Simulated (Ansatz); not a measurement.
Ansatz results at the PBE0-D4/def2-TZVP geometry: size of the dipole moment (B3LYP/def2-TZVPP) 0.00 D; HOMO energy (PBE/def2-TZVPP) -6.96 eV; HOMO–LUMO gap (PBE/def2-TZVPP) 7.11 eV.

Each molecule was computed in one conformer, which needn't be the lowest.

Which molecule gave them?
A. `CCCCCO`
B. `CCC(CC)(CC)CC`
C. `[C-]#[N+]C`
D. `C=CCCCCCCCCCC`

B. The others give `[C-]#[N+]C`: 3.88, -7.05, 6.66; `CCCCCO`: 1.54, -6.13, 6.30; `C=CCCCCCCCCCC`: 0.43, -6.12, 5.41.

B3LYP here is the variant with VWN-RPA as its local correlation; programs differ in this.
